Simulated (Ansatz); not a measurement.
Relaxation of H$_{7}$N$_{3}$Si (11 atoms, charge 0, multiplicity 1), to a largest force component of 0.015 eV/Å in at most 40 steps.

Computed with RHF/def2-SVP (Ansatz).

```xyz
11
Properties=species:S:1:pos:R:3:forces:R:3
N -1.101 0.735 -0.263 -6.48 6.81 -0.77
Si 0.431 0.347 -0.028 3.40 0.02 0.45
N 0.281 -0.297 1.480 4.62 -0.78 4.28
N 0.559 -1.018 -0.950 -2.19 -3.37 -1.88
H -1.180 1.598 -0.883 -0.36 -2.10 0.83
H -1.502 1.104 0.627 0.31 -0.74 -1.32
H 1.475 1.379 -0.257 0.02 -0.20 0.12
H 1.228 -0.759 1.683 -2.38 0.93 0.14
H -0.366 -1.030 1.477 -1.03 -1.02 0.14
H 0.730 -0.774 -1.876 0.69 -0.14 -2.13
H -0.490 -1.343 -0.989 3.40 0.57 0.16
```

Where does it end, and by what steps?

The run converged. After 10 steps the energy has fallen by 2.442 eV; H11 moved furthest, 0.65 Å.

```json
{"step": "0", "energy less start (eV)": "0.0000", "largest force component (eV/Å)": "6.813", "accepted": "yes"}
{"step": "1", "energy less start (eV)": "-1.8023", "largest force component (eV/Å)": "2.543", "accepted": "yes"}
{"step": "2", "energy less start (eV)": "-2.1867", "largest force component (eV/Å)": "0.605", "accepted": "yes"}
{"step": "3", "energy less start (eV)": "-2.2725", "largest force component (eV/Å)": "1.477", "accepted": "yes"}
{"step": "4", "energy less start (eV)": "-2.3446", "largest force component (eV/Å)": "0.597", "accepted": "yes"}
{"step": "5", "energy less start (eV)": "-2.3720", "largest force component (eV/Å)": "0.449", "accepted": "yes"}
{"step": "6", "energy less start (eV)": "-2.3947", "largest force component (eV/Å)": "0.531", "accepted": "yes"}
{"step": "7", "energy less start (eV)": "-2.4109", "largest force component (eV/Å)": "0.310", "accepted": "yes"}
{"step": "8", "energy less start (eV)": "-2.4369", "largest force component (eV/Å)": "0.101", "accepted": "yes"}
{"step": "9", "energy less start (eV)": "-2.4422", "largest force component (eV/Å)": "0.030", "accepted": "yes"}
{"step": "10", "energy less start (eV)": "-2.4424", "largest force component (eV/Å)": "0.014", "accepted": "yes"}
```

```xyz
11
Properties=species:S:1:pos:R:3
N -1.214 1.023 -0.084
Si 0.317 0.246 -0.037
N 0.427 -0.418 1.550
N 0.340 -0.771 -1.428
H -1.605 1.343 -0.947
H -1.556 1.541 0.700
H 1.543 1.071 -0.172
H 1.314 -0.626 1.965
H -0.302 -0.984 1.938
H 1.203 -1.070 -1.838
H -0.402 -1.412 -1.629
```

Time of the run: 48 s on 1 thread of Intel(R) Xeon(R) Processor @ 2.50GHz (Skylake/Cascade Lake) (shared host), peak memory 0.18 GiB.
